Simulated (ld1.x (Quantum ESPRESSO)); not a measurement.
iodine (I), PAW: configuration errors across variants

ld1.x (Quantum ESPRESSO) 7.5 input, shortened:

```
&input
   title='I', zed=53., rel=2, dft='WC', iswitch=3,
   config='[Kr] 4d10 5s2 5p5', rel_dist='average'
 /
 &inputp
   pseudotype=3, lpaw=.true., tm=.true., lloc=-2, rcloc=1.45,
   nlcc=.true., new_core_ps=.true., rcore=0.90,
   which_augfun='BESSEL', rmatch_augfun=0.90
 /
6
5S  1  0   2.00   0.00  1.30  1.60  0.0
5S  1  0   0.00  -0.85  1.30  1.60  0.0
5P  2  1   5.00   0.00  1.85  2.10  0.0
5P  2  1   0.00   0.80  1.85  2.10  0.0
4D  3  2  10.00   0.00  1.15  1.60  0.0
4D  3  2   0.00  -1.95  1.15  1.60  0.0
 &test
   configts(1)='4d10 5s2 5p5'
 /
```

Open shells are filled in proportion to 2j + 1 (rel_dist='average').

All-electron excitation energies from the reference (eV): (1) 4d10 5s2 5p4 11.182; (2) 4d10 5s2 5p3 31.113; (3) 4d10 5s2 5p2 60.568; (4) 4d9 5s2 5p5 58.141; (5) 4d10 5s1 5p5 22.155; (6) 4d10 5s2 5p1 100.156; (7) 4d10 5s1 5p6 10.408.

3 further variants failed, have other tests or another functional or relativity, and are left out.

Errors AE − PS in meV (a dash: test not solved or not reliable):

```tsv
change	(1)	(2)	(3)	(4)	(5)	(6)	(7)	bound ghosts
base	-0.3	-1.2	-4.9	+14	-0.4	-15	+0.2	not determined
local potential all-electron potential smoothed inside 1.64 bohr (lloc = -2)	-0.3	-0.6	-3.3	–	–	–	–	not determined
waves 5p (bound): rcut 1.85, rcutus 2.90 bohr; 5p channel at 0.8 Ry: rcut 1.85, rcutus 2.90 bohr	-2.9	-13	-34	–	–	–	–	not determined
augmentation PSQ, inside the norm-conserving radii	-0.3	-1.1	-4.4	-154	–	–	–	not determined
all radii but the core radius scaled by about 1.10 (s 1.76, p 2.32, d 1.76 bohr, rcut 1.44/2.04/1.26); local potential all-electron potential smoothed inside 1.60 bohr (lloc = -2); augmentation BESSEL, radius 1.00 bohr	-0.1	0.0	-1.4	–	–	–	–	not determined
waves 4d (bound): rcut 1.15, rcutus 1.92 bohr; 4d channel at -1.95 Ry: rcut 1.15, rcutus 1.92 bohr	-0.3	-1.3	-5.5	–	–	–	–	not determined
local potential all-electron potential smoothed inside 1.75 bohr (lloc = -1)	-0.3	-0.8	-3.9	+46	-0.4	-13	+0.3	not determined
wave 5p channel at 0.8 Ry: rcut 1.85, rcutus 2.10 bohr becomes 5p channel at 2.6 Ry: rcut 1.85, rcutus 2.10 bohr	-0.1	-0.3	-3.2	-7.6	-0.2	-13	+0.1	not determined
```

**Question.** Give the same row for: core correction Bessel-smoothed model core inside 1.98 bohr.

**Answer.** -0.3, -1.0, -4.3, -6.2, -0.5, -13, +0.1; bound ghosts: not determined.
